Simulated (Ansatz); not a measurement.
C₃H₆BCl, SMILES `C/C=C\BCl`, relaxed with RKS PBE-D4/def2-SVP in the Gaussian-basis code of Ansatz from a rough embedded geometry. The force threshold is 0.03 eV/Å; the program also tests the step.

Charge 0, multiplicity 1.

Start:

```xyz
11

C     0.788    1.236   -0.225
C     0.130    0.204   -0.986
C    -0.532   -0.785   -0.426
B    -0.712   -1.110    1.099
Cl   -1.663   -2.476    1.732
H     1.642    0.796    0.445
H     0.112    1.789    0.434
H     1.332    1.941   -0.903
H     0.160    0.241   -2.028
H    -1.045   -1.542   -1.062
H    -0.214   -0.295    1.921
```

Task: How much energy does the relaxation release, and in how many steps? (Best estimate.)

Result: Computed: 0.51 eV, in 28 steps, 4 of them rejected.

Task: Which bonds change most? (An estimate is asked.)

Result: Computed: C2–H9 from 1.044 to 1.108 Å; C1–H6 from 1.171 to 1.112 Å; C1–C2 from 1.441 to 1.494 Å; C2–C3 from 1.315 to 1.365 Å.

Task: Give the relaxed structure. (Best estimate.)

Result: Computed: 
```xyz
11

C     0.901    1.239   -0.216
C     0.250    0.092   -0.917
C    -0.535   -0.883   -0.374
B    -0.913   -0.989    1.111
Cl   -1.936   -2.320    1.665
H     2.003    1.204   -0.363
H     0.688    1.264    0.868
H     0.573    2.201   -0.667
H     0.448    0.052   -2.007
H    -0.921   -1.649   -1.071
H    -0.558   -0.211    1.972
```
